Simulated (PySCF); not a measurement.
Species: C₃H₁₀BNO₂Si₂.
SMILES with atom numbers: `[SiH3:1][N:2]([SiH3:3])[C:4]1=[O+:5][BH2-:6][O:7][CH:8]=[CH:9]1` (hydrogens: H10, H11, H12 on Si1; H13, H14, H15 on Si3; H16, H17 on B6; H18 on C8; H19 on C9)

Computed with PySCF at PBE0/pcSseg-1, non-relativistic, on one gas-phase PBE0-D3(BJ)/def2-SVP geometry that isn't relaxed in the solvent. The solvent is an IEF-PCM continuum (cavity from Bondi-type radii × 1.2). Only the electrostatic response of the medium enters.

Gas phase at PBE0/pcSseg-1: HOMO -6.93 eV, LUMO -1.75 eV, dipole 5.29 D.

Task: What does the continuum do to the energy, the frontier levels and the dipole at PBE0/pcSseg-1 in chloroform and acetone?

Result: 
| solvent | ε | E(solvent) − E(gas) (kcal/mol) | polarisation term (kcal/mol) | distortion of the solute (kcal/mol) | HOMO (eV) | LUMO (eV) | dipole (D) |
| --- | --- | --- | --- | --- | --- | --- | --- |
| chloroform | 4.711 | -4.60 | -5.34 | 0.74 | -7.05 | -1.69 | 6.44 |
| acetone | 20.49 | -6.16 | -7.50 | 1.34 | -7.09 | -1.68 | 6.84 |

The first energy column is the sum of the next two and covers electrostatics alone. From chloroform to acetone the lowering changes by a factor 1.34, Onsager's factor (ε − 1)/(2ε + 1) by 1.30 and ε itself by 4.3.

Task: Which radius a makes the point-dipole formula ΔE = −[(ε − 1)/(2ε + 1)]·μ²/a³ give the value in acetone, with the gas-phase dipole?

Result: μ = 2.079 au and |ΔE| = 0.00981 Eh give a = 3.12 Å; the farthest nucleus lies 3.68 Å from the centroid of the nuclei, so such a sphere wouldn't even hold the nuclei. The formula assumes a rigid point dipole at the centre of a sphere.

Task: Which IAO charges (PBE0/pcSseg-1) respond most in acetone (means over atoms taken as equivalent)?

Result: 
```csv
atoms,environment,gas (e),solvent (e),change
O7,boron-bound oxygen,-0.316,-0.342,-0.026
H18,vinylic hydrogen,+0.162,+0.182,+0.020
H19,vinylic hydrogen,+0.160,+0.178,+0.018
H16/H17,B–H hydrogen,-0.031,-0.046,-0.015
O5,oxygen bonded to B and C,-0.346,-0.359,-0.013
N2,nitrogen bonded to C and 2 Si,-0.667,-0.659,+0.008
C9,alkene CH carbon,-0.368,-0.363,+0.005
C8,vinylic carbon bearing oxygen,+0.197,+0.193,-0.004
Si1/Si3,SiH3 silicon,+0.712,+0.716,+0.004
H10 (×6),Si–H hydrogen,-0.109,-0.106,+0.003
B6,four-coordinate boron,+0.045,+0.047,+0.002
C4,"carbon bonded to C, N and O",+0.422,+0.422,0.000
```

Task: Which Mayer bond orders change most in acetone?

Result: 
```json
{"bond": "O7–C8", "length (Å)": "1.275", "gas": "1.369", "solvent": "1.320", "change": "-0.049"}
{"bond": "C4–O5", "length (Å)": "1.282", "gas": "1.280", "solvent": "1.247", "change": "-0.033"}
{"bond": "C8–C9", "length (Å)": "1.382", "gas": "1.483", "solvent": "1.513", "change": "+0.030"}
{"bond": "N2–C4", "length (Å)": "1.357", "gas": "1.127", "solvent": "1.153", "change": "+0.026"}
{"bond": "O5–B6", "length (Å)": "1.541", "gas": "0.625", "solvent": "0.651", "change": "+0.026"}
{"bond": "B6–O7", "length (Å)": "1.518", "gas": "0.696", "solvent": "0.718", "change": "+0.022"}
{"bond": "N2–Si3", "length (Å)": "1.782", "gas": "0.818", "solvent": "0.798", "change": "-0.020"}
{"bond": "B6–H16", "length (Å)": "1.225", "gas": "0.971", "solvent": "0.960", "change": "-0.011"}
```

Shape of the structure used: `[SiH3:1][N:2]([SiH3:3])[C:4]1=[O+:5][BH2-:6][O:7][CH:8]=[CH:9]1`: Si1–N2–C4–O5 -3°.
